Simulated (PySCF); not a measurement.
## input.py for ClOSc

File input.py (PySCF 2.14):

```python
from pyscf import gto, dft

mol = gto.M(
    atom='Sc -0.4319 -0.0068 -0.5895; O 0.5264 0.0083 -1.9439; Cl 0.3148 0.0049 1.6473',
    basis='pcseg-1',
    charge=0,
    spin=0,
    symmetry=True,
    verbose=4,
)
mf = dft.RKS(mol, xc='b3pw91')
mf.kernel()
mf.analyze()
print('orbital energies (hartree):', mf.mo_energy[..., max(0, mol.nelec[1]-3):mol.nelec[0]+3].round(4))
```

```bash
$ OMP_NUM_THREADS=1 python input.py
```

Output (some set-up lines and the per-cycle HOMO/LUMO lines with their warnings removed):

```
PySCF version 2.14.0

[INPUT] Symbol           X                Y                Z      unit          X                Y                Z       unit  Magmom
[INPUT]  1 Sc    -0.431900000000  -0.006800000000  -0.589500000000 AA   -0.816172713200  -0.012850137647  -1.113993550431 Bohr   0.0
[INPUT]  2 O      0.526400000000   0.008300000000  -1.943900000000 AA    0.994751831971   0.015684726834  -3.673438613542 Bohr   0.0
[INPUT]  3 Cl     0.314800000000   0.004900000000   1.647300000000 AA    0.594885784013   0.009259658010   3.112945844996 Bohr   0.0

nuclear repulsion = 153.69765544042
point group symmetry = Cs
symmetry origin: [0.02024883 0.00028346 0.00301535]
symmetry axis x: [ 0.99682425  0.01568043 -0.07807397]
symmetry axis y: [-0.07806463 -0.00120794 -0.99694757]
symmetry axis z: [ 1.57268745e-02 -9.99876325e-01 -1.99857625e-05]
num. orbitals of irrep A' = 44
num. orbitals of irrep A" = 19
number of shells = 10
number of NR pGTOs = 150
number of NR cGTOs = 63
basis = pcseg-1
ecp = {}

******** <class 'pyscf.dft.rks_symm.SymAdaptedRKS'> ********
method = SymAdaptedRKS
initial guess = minao
damping factor = 0
level_shift factor = 0
DIIS = <class 'pyscf.scf.diis.CDIIS'>
SCF conv_tol = 1e-09
SCF max_cycles = 50
XC functionals = b3pw91

grids dens level: 3
Freeze 0 electrons in irreps []
    46 free electrons in irreps A' A"
Initial guess from minao.
tot grids = 53608
init E= -1295.79994081966
cycle= 1 E= -1295.73027272583  delta_E= 0.0697  |g|= 0.971  |ddm|= 3.14
cycle= 2 E= -1294.39920770267  delta_E= 1.33  |g|= 2.19  |ddm|= 3.76
cycle= 3 E= -1295.80489819753  delta_E= -1.41  |g|= 0.896  |ddm|= 3.32
cycle= 4 E= -1296.00465197561  delta_E= -0.2  |g|= 0.137  |ddm|= 0.823
cycle= 5 E= -1296.01015676101  delta_E= -0.0055  |g|= 0.063  |ddm|= 0.223
cycle= 6 E= -1296.01112271277  delta_E= -0.000966  |g|= 0.0195  |ddm|= 0.0732
cycle= 7 E= -1296.01121317692  delta_E= -9.05e-05  |g|= 0.00604  |ddm|= 0.0214
cycle= 8 E= -1296.01122061786  delta_E= -7.44e-06  |g|= 0.00152  |ddm|= 0.00465
cycle= 9 E= -1296.01122111624  delta_E= -4.98e-07  |g|= 0.000218  |ddm|= 0.00112
cycle= 10 E= -1296.01122112719  delta_E= -1.1e-08  |g|= 5.17e-05  |ddm|= 0.0002
cycle= 11 E= -1296.01122112787  delta_E= -6.71e-10  |g|= 9.25e-06  |ddm|= 5.07e-05
Extra cycle  E= -1296.01122112771  delta_E= 1.52e-10  |g|= 2.91e-05  |ddm|= 2.51e-05
converged SCF energy = -1296.01122112771
**** SCF Summaries ****
Total Energy =                       -1296.011221127713270
Nuclear Repulsion Energy =             153.697655440420391
One-electron Energy =                -2089.110512858447692
Two-electron Energy =                  639.401636290313945
Two-electron Coulomb Energy =          715.271788895662212
DFT Exchange-Correlation Energy =      -75.870152605348252
Wave-function symmetry = A'
**** MO energy ****
[12 lines left out]
MO #13 (A' #11), energy= -1.3156489033855 occ= 2
MO #14 (A" #3), energy= -1.30028350366005 occ= 2
MO #15 (A' #12), energy= -1.29884727484648 occ= 2
MO #16 (A' #13), energy= -0.834320488622994 occ= 2
MO #17 (A' #14), energy= -0.762988392498294 occ= 2
MO #18 (A' #15), energy= -0.339086017497358 occ= 2
MO #19 (A' #16), energy= -0.31332925482477 occ= 2
MO #20 (A" #4), energy= -0.312480763011898 occ= 2
MO #21 (A' #17), energy= -0.301021648970627 occ= 2
MO #22 (A" #5), energy= -0.300953853757017 occ= 2
MO #23 (A' #18), energy= -0.282914456593842 occ= 2
MO #24 (A' #19), energy= -0.0911289630170184 occ= 0
MO #25 (A" #6), energy= -0.0644879704896271 occ= 0
MO #26 (A' #20), energy= -0.064329213751614 occ= 0
[37 lines left out]
 ** Mulliken pop on meta-lowdin orthogonal AOs  **
 ** Mulliken pop  **
pop of  0 Sc 1s           2.00000
pop of  0 Sc 2s           1.99998
pop of  0 Sc 3s           1.99944
pop of  0 Sc 4s           0.18282
pop of  0 Sc 5s           0.00426
pop of  0 Sc 2px          2.00000
pop of  0 Sc 2py          2.00000
pop of  0 Sc 2pz          2.00000
pop of  0 Sc 3px          1.99867
pop of  0 Sc 3py          1.99975
pop of  0 Sc 3pz          1.99779
pop of  0 Sc 4px          0.01323
[51 lines left out]
 ** Mulliken atomic charges  **
charge of    0Sc =      1.13038
charge of    1O =     -0.55874
charge of    2Cl =     -0.57164
Dipole moment(X, Y, Z, Debye): -6.09462, -0.09584, -1.28642
orbital energies (hartree): [-0.301  -0.301  -0.2829 -0.0911 -0.0645 -0.0643]
```

In short: E(SCF) = -1296.011221 Eh, 11 cycles, μ(SCF) = 6.23 D.

It ran on Arm Neoverse N1 (1 thread, shared host) in 6.5 s, peak memory 0.25 GiB.
